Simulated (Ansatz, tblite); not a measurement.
Isomers of ScAu$_{4}$⁺ (singlet), found by a short tight-binding search and relaxed with B3LYP-D4/def2-SVP in Ansatz.

In the def2 sets Au takes a core potential; there is no spin–orbit coupling. The xTB rows come from tblite. Correlated methods freeze 5 core orbitals; core or outer-core shells of Sc, Au are correlated, in sets that lack core-valence functions.

A: At MP2/def2-TZVP, PBE-QIDH/def2-TZVP the test of the restricted singlet for broken spin symmetry was undecided. B: At MP2/def2-TZVP, PBE-QIDH/def2-TZVP the test of the restricted singlet for broken spin symmetry was undecided. C: At MP2/def2-TZVP, PBE-QIDH/def2-TZVP the test of the restricted singlet for broken spin symmetry was undecided.

Other spin states weren't relaxed.

A:

```xyz
5

Sc   -0.832   -0.232    0.050
Au    0.972    1.742   -0.233
Au    1.676   -0.496    0.986
Au   -1.554    1.604   -1.592
Au   -0.261   -2.618    0.789
```

B:

```xyz
5

Sc   -0.766    0.285   -0.296
Au   -2.028   -1.736   -0.724
Au    1.775    0.514    0.659
Au    1.326    0.413   -1.979
Au   -0.308    0.525    2.340
```

C:

```xyz
5

Sc    0.745    0.519   -0.036
Au   -1.637   -0.022   -1.175
Au    1.864   -1.066    1.620
Au   -0.761    2.567   -0.251
Au   -0.210   -1.999   -0.158
```

Estimate their order by electronic energy at PBE-QIDH/def2-TZVP, counted from the lowest.

A (0.00) < C (0.01) < B (0.05), in eV. Gaps under about 2 kJ/mol are ties within the noise of geometry and basis.

Do the other levels pick the same lowest one?

Not HF/def2-SVP, HF/def2-TZVP, PBE-D4/def2-SVP, MP2/def2-SVP, MP2/def2-TZVP, CCSD/def2-SVP, CCSD(T)/def2-SVP. Energies above each level's lowest (eV):

| level | A | B | C |
| --- | --- | --- | --- |
| GFN1-xTB | 0.00 | 0.15 | 0.06 |
| GFN2-xTB | 0.00 | 0.51 | 0.31 |
| HF/def2-SVP | 0.02 | 0.00 | 0.07 |
| HF/def2-TZVP | 0.02 | 0.00 | 0.07 |
| PBE-D4/def2-SVP | 0.01 | 0.05 | 0.00 |
| PBE-D4/def2-TZVP | 0.00 | 0.08 | 0.00 |
| revPBE-D4/def2-TZVP | 0.00 | 0.04 | 0.00 |
| r2SCAN-D4/def2-TZVP | 0.00 | 0.08 | 0.00 |
| PBE0-D4/def2-SVP | 0.00 | 0.05 | 0.00 |
| PBE0-D4/def2-TZVP | 0.00 | 0.08 | 0.01 |
| BHLYP-D4/def2-TZVP | 0.00 | 0.02 | 0.02 |
| PBE-QIDH/def2-TZVP | 0.00 | 0.05 | 0.01 |
| MP2/def2-SVP | 0.00 | 0.00 | 0.00 |
| MP2/def2-TZVP | 0.05 | 0.00 | 0.05 |
| CCSD/def2-SVP | 0.03 | 0.00 | 0.05 |
| CCSD(T)/def2-SVP | 0.02 | 0.00 | 0.03 |
Point groups (tolerance 0.1 Å): A not assigned, B Cs, C Cs. A and C have the same bonds, so they are conformers or stereoisomers. Lower isomers may exist.
